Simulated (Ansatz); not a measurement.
A run on C3H9F2NbO3 (`C[O][Nb]([F])([F])([O]C)[O]C`) with other settings.

```yaml
crystal:
  periodic: [false, false, false]
  atoms:
    - {symbol: C, position_ang: [1.608264, -1.651793, -1.525281]}
    - {symbol: O, position_ang: [0.904034, -0.764807, -0.717020]}
    - {symbol: Nb, position_ang: [-0.769769, -0.116572, -0.162216]}
    - {symbol: F, position_ang: [-1.471405, -1.264333, -1.493251]}
    - {symbol: F, position_ang: [-2.598158, 0.203054, 0.244354]}
    - {symbol: O, position_ang: [-0.403141, 1.665298, -0.552357]}
    - {symbol: C, position_ang: [0.656881, 2.468469, -0.995438]}
    - {symbol: O, position_ang: [-0.498808, -0.549229, 1.636104]}
    - {symbol: C, position_ang: [-1.268508, -0.583131, 2.810644]}
    - {symbol: H, position_ang: [2.324466, -1.107700, -2.148439]}
    - {symbol: H, position_ang: [2.157742, -2.366637, -0.905327]}
    - {symbol: H, position_ang: [0.913462, -2.197373, -2.172938]}
    - {symbol: H, position_ang: [0.897956, 3.208908, -0.228466]}
    - {symbol: H, position_ang: [1.543244, 1.858863, -1.197977]}
    - {symbol: H, position_ang: [0.360180, 2.988991, -1.909362]}
    - {symbol: H, position_ang: [-1.225395, -1.586212, 3.242625]}
    - {symbol: H, position_ang: [-0.859345, 0.129950, 3.531180]}
    - {symbol: H, position_ang: [-2.309303, -0.324444, 2.595164]}
basis:
  gaussian: {orbitals: ANO-RCC-VTZP}
magnetization: {spin_polarized: false, initial_magnetization: 2}
hamiltonian: {xc: {name: HF}, pseudopotentials: {relativity: none}}
correlation: {method: mp2}
accuracy: high
output: {forces: true}
```

```sh
$ ansatz run in.yaml --threads 4 --pin off --events-out ev --progress --plain --max-ram 46080MiB --backend cuda --devices 0, --max-vram 37GiB
```

It prints (some lines left out):

```
Functional definition: HF
8575 factors; integrals over basis functions are off by at most 4.6e-9 eV
mean field evaluation 1: about -115435.0128 eV, gradient 6.8e1 eV
mean field evaluation 2: about -115435.4007 eV, gradient 6.8e1 eV
mean field evaluation 4: about -115445.5342 eV, gradient 8.2e0 eV
mean field evaluation 8: about -115446.8196 eV, gradient 5.8e0 eV
mean field evaluation 16: about -115446.9808 eV, gradient 4.2e-1 eV
mean field evaluation 32: about -115446.9982 eV, gradient 7.9e-8 eV
mean field -115446.99819082 eV, -4242.5989307266 hartree, gradient 6.5e-8 eV, S^2 2.000000; 8 other end points of the search recorded, 0 dependent functions left out
22 core orbitals not correlated: weight in the atoms' cores, before any rotation towards them, 0.999 or more for the frozen orbitals, at most 0.000 for the correlated occupied ones
reference -115446.99819082 eV, -4242.5989307266 hartree; 34, 32 occupied and 378, 380 virtual orbitals, 8575 factors
second order -59.40173309 eV of doubles, -0.18357237 eV of singles
WARN: the results are in doubt because the basis set is contracted for relativity, which is off
Total energy: -115506.58349628 eV, -4244.7886503139 hartree
Atom 0 at     1.608264    -1.651793    -1.525281 Å, force    -0.073041     1.199152     0.223731 eV/Å
Atom 1 at     0.904034    -0.764807    -0.717020 Å, force     1.072228    -2.110239    -2.392912 eV/Å
Atom 2 at    -0.769769    -0.116572    -0.162216 Å, force    -0.713602     4.657813     3.296008 eV/Å
Atom 3 at    -1.471405    -1.264333    -1.493251 Å, force     0.576119    -0.485289    -0.256696 eV/Å
Atom 4 at    -2.598158     0.203054     0.244354 Å, force    -0.728326     0.181704     0.386442 eV/Å
Atom 5 at    -0.403141     1.665298    -0.552357 Å, force     1.898293    -4.538718     0.381892 eV/Å
Atom 6 at     0.656881     2.468469    -0.995438 Å, force    -1.152388     0.171753     0.355531 eV/Å
Atom 7 at    -0.498808    -0.549229     1.636104 Å, force    -1.531935     0.808051    -2.899930 eV/Å
Atom 8 at    -1.268508    -0.583131     2.810644 Å, force     0.842337    -0.087539    -0.154635 eV/Å
Atom 9 at     2.324466    -1.107700    -2.148439 Å, force     0.007294    -0.054369     0.412445 eV/Å
Atom 10 at     2.157742    -2.366637    -0.905327 Å, force    -0.170714     0.329184     0.359286 eV/Å
Atom 11 at     0.913462    -2.197373    -2.172938 Å, force    -0.014522    -0.002332     0.393266 eV/Å
Atom 12 at     0.897956     3.208908    -0.228466 Å, force    -0.069147    -0.127548    -0.178055 eV/Å
Atom 13 at     1.543244     1.858863    -1.197977 Å, force    -0.055518     0.157764     0.056788 eV/Å
Atom 14 at     0.360180     2.988991    -1.909362 Å, force    -0.048664    -0.112844     0.268745 eV/Å
Atom 15 at    -1.225395    -1.586212     3.242625 Å, force     0.077651     0.209325    -0.112326 eV/Å
Atom 16 at    -0.859345     0.129950     3.531180 Å, force    -0.047841    -0.161625    -0.126011 eV/Å
Atom 17 at    -2.309303    -0.324444     2.595164 Å, force     0.131776    -0.034243    -0.013567 eV/Å
Dipole moment:     1.656903    -0.368413    -0.298497 e Å
In doubt: the basis set is contracted for relativity, which is off
```

Hardware: 4 threads of an AMD EPYC 7R13 on a shared host and a share of an NVIDIA H100 80 GB. Wall time 4.1 min, peak host memory 7.4 GiB.
